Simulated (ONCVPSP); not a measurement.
**Reading a pseudo-wave (magnesium)**

Columns: radius, all-electron u(r) and pseudo u(r) of the 2p shell (level -46.61 eV) of magnesium in the configuration [He] 2s2 2p6 3s2; PBE, scalar-relativistic, ONCV scheme, ONCVPSP 4.0.1.

```json
{"r (bohr)": "0.072", "all-electron": "0.1821", "pseudo": "0.0659"}
{"r (bohr)": "0.145", "all-electron": "0.4966", "pseudo": "0.2503"}
{"r (bohr)": "0.217", "all-electron": "0.7712", "pseudo": "0.5048"}
{"r (bohr)": "0.290", "all-electron": "0.9705", "pseudo": "0.7782"}
{"r (bohr)": "0.362", "all-electron": "1.0895", "pseudo": "1.0099"}
{"r (bohr)": "0.435", "all-electron": "1.1438", "pseudo": "1.1691"}
{"r (bohr)": "0.507", "all-electron": "1.1488", "pseudo": "1.2395"}
{"r (bohr)": "0.580", "all-electron": "1.1194", "pseudo": "1.2322"}
{"r (bohr)": "0.652", "all-electron": "1.0682", "pseudo": "1.1695"}
{"r (bohr)": "0.725", "all-electron": "1.0028", "pseudo": "1.0760"}
{"r (bohr)": "0.798", "all-electron": "0.9303", "pseudo": "0.9739"}
{"r (bohr)": "0.870", "all-electron": "0.8561", "pseudo": "0.8775"}
{"r (bohr)": "0.942", "all-electron": "0.7823", "pseudo": "0.7905"}
{"r (bohr)": "1.015", "all-electron": "0.7099", "pseudo": "0.7121"}
{"r (bohr)": "1.088", "all-electron": "0.6412", "pseudo": "0.6414"}
{"r (bohr)": "1.160", "all-electron": "0.5778", "pseudo": "0.5777"}
{"r (bohr)": "1.232", "all-electron": "0.5190", "pseudo": "0.5190"}
{"r (bohr)": "1.305", "all-electron": "0.4643", "pseudo": "0.4643"}
{"r (bohr)": "1.378", "all-electron": "0.4144", "pseudo": "0.4144"}
{"r (bohr)": "1.450", "all-electron": "0.3697", "pseudo": "0.3697"}
{"r (bohr)": "1.522", "all-electron": "0.3293", "pseudo": "0.3292"}
{"r (bohr)": "1.595", "all-electron": "0.2924", "pseudo": "0.2923"}
{"r (bohr)": "1.668", "all-electron": "0.2593", "pseudo": "0.2592"}
{"r (bohr)": "1.740", "all-electron": "0.2300", "pseudo": "0.2300"}
{"r (bohr)": "1.812", "all-electron": "0.2040", "pseudo": "0.2039"}
{"r (bohr)": "1.885", "all-electron": "0.1804", "pseudo": "0.1804"}
```

Problem. How many radial nodes do the two functions have?

Solution. The all-electron 2p function has n − l − 1 = 0; the pseudo-wave has 0.

Problem. At about which radius was the pseudo-wave matched?

Solution. 1.20 bohr. The columns agree to 0.0005 from 1.09 bohr on; several derivatives are matched, so the curves merge somewhat inside the radius.

Problem. Is the pseudo-wave norm-conserving?

Solution. Yes: the ONCV scheme keeps the norm inside the radius equal to the all-electron one, which fixes the energy derivative of the logarithmic derivative at the level.
